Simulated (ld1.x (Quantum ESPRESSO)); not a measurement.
# Logarithmic derivatives: hydrogen, TM

- Element: H (Z = 1)
- Generator: ld1.x (Quantum ESPRESSO) 7.5
- Type: norm-conserving Troullier–Martins (Kleinman–Bylander form)
- Functional: PBE
- Relativity: scalar-relativistic
- Frozen core: none
- Valence charge: 1
- Reference configuration: 1s1
- Partial waves: 1s (bound): rc 1.15 bohr; 2p channel at 0.05 Ry: rc 1.15 bohr
- Local potential: the p channel
- Core correction: none

The phase is arctan(r·u′/u) with u = r·R(r), unwrapped; energies in Ry, scanned from -2 to 5 Ry. A pole is an energy at which the radial function vanishes at the test radius. The pseudo phase is shifted by a multiple of π to meet the all-electron one at the reference energy, and phase errors are pseudo minus all-electron; the curves can meet again beyond the range given. Levels narrower than the energy grid can be missing from the lists of poles.

Question: For each channel, where are the poles, and over which energies does the pseudopotential scatter like the atom?

Answer:

```json
{"channel": "s", "radius (bohr)": "1.25", "reference energy (Ry)": "-0.48", "poles, all-electron": "2.80", "poles, pseudo": "2.82", "unbroken range about the reference energy with phases within 0.05 rad": "the whole range", "phase error 1 Ry above the reference energy (rad)": "+0.001"}
{"channel": "p", "radius (bohr)": "1.25", "reference energy (Ry)": "0.05", "poles, all-electron": "none", "poles, pseudo": "none", "unbroken range about the reference energy with phases within 0.05 rad": "the whole range", "phase error 1 Ry above the reference energy (rad)": "+0.000"}
```

Phases in the s channel:

```json
{"E (Ry)": "-2.00", "all-electron": "0.794", "pseudo": "0.794"}
{"E (Ry)": "-1.76", "all-electron": "0.714", "pseudo": "0.715"}
{"E (Ry)": "-1.52", "all-electron": "0.615", "pseudo": "0.615"}
{"E (Ry)": "-1.28", "all-electron": "0.488", "pseudo": "0.488"}
{"E (Ry)": "-1.04", "all-electron": "0.327", "pseudo": "0.328"}
{"E (Ry)": "-0.80", "all-electron": "0.129", "pseudo": "0.129"}
{"E (Ry)": "-0.56", "all-electron": "-0.103", "pseudo": "-0.103"}
{"E (Ry)": "-0.32", "all-electron": "-0.349", "pseudo": "-0.349"}
{"E (Ry)": "-0.08", "all-electron": "-0.583", "pseudo": "-0.583"}
{"E (Ry)": "0.16", "all-electron": "-0.785", "pseudo": "-0.785"}
{"E (Ry)": "0.40", "all-electron": "-0.950", "pseudo": "-0.949"}
{"E (Ry)": "0.64", "all-electron": "-1.080", "pseudo": "-1.079"}
{"E (Ry)": "0.88", "all-electron": "-1.183", "pseudo": "-1.182"}
{"E (Ry)": "1.12", "all-electron": "-1.266", "pseudo": "-1.265"}
{"E (Ry)": "1.36", "all-electron": "-1.333", "pseudo": "-1.332"}
{"E (Ry)": "1.60", "all-electron": "-1.389", "pseudo": "-1.388"}
{"E (Ry)": "1.84", "all-electron": "-1.436", "pseudo": "-1.434"}
{"E (Ry)": "2.08", "all-electron": "-1.476", "pseudo": "-1.475"}
{"E (Ry)": "2.32", "all-electron": "-1.512", "pseudo": "-1.510"}
{"E (Ry)": "2.56", "all-electron": "-1.543", "pseudo": "-1.541"}
{"E (Ry)": "2.80", "all-electron": "-1.571", "pseudo": "-1.569"}
{"E (Ry)": "3.04", "all-electron": "-1.597", "pseudo": "-1.594"}
{"E (Ry)": "3.28", "all-electron": "-1.620", "pseudo": "-1.617"}
{"E (Ry)": "3.52", "all-electron": "-1.642", "pseudo": "-1.639"}
{"E (Ry)": "3.76", "all-electron": "-1.663", "pseudo": "-1.660"}
{"E (Ry)": "4.00", "all-electron": "-1.683", "pseudo": "-1.680"}
{"E (Ry)": "4.24", "all-electron": "-1.703", "pseudo": "-1.699"}
{"E (Ry)": "4.48", "all-electron": "-1.722", "pseudo": "-1.717"}
{"E (Ry)": "4.72", "all-electron": "-1.741", "pseudo": "-1.736"}
{"E (Ry)": "4.96", "all-electron": "-1.760", "pseudo": "-1.754"}
```
